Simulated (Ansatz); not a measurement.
C2F5, SMILES F[C](F)C(F)(F)F (connectivity only; charge and spin as stated), charge +1, multiplicity 1.

Geometry optimised at PBE0-D3(BJ)/def2-SVP. The multiplicity is an assumed one; no other spin state was optimised. The isomer is the one that the SMILES or the coordinates give; other isomers of the formula were not compared.

Two levels are set side by side: PBE/def2-SVPD (Ansatz, an electronic-structure program) and CAM-B3LYP/def2-SVPD (Ansatz). Energy differences of separate SCF runs at the same geometry; the states with an electron removed or added have multiplicity 2 and 2. Differences are taken from unrounded values.

| quantity | CAM-B3LYP | PBE | PBE minus CAM-B3LYP |
|---|---|---|---|
| vertical ionisation energy (eV) | 21.59 | 20.42 | -1.16 |
| vertical electron affinity (eV) | 8.55 | 8.06 | -0.49 |
| vertical singlet–triplet gap (eV) | 5.30 | 4.76 | -0.55 |
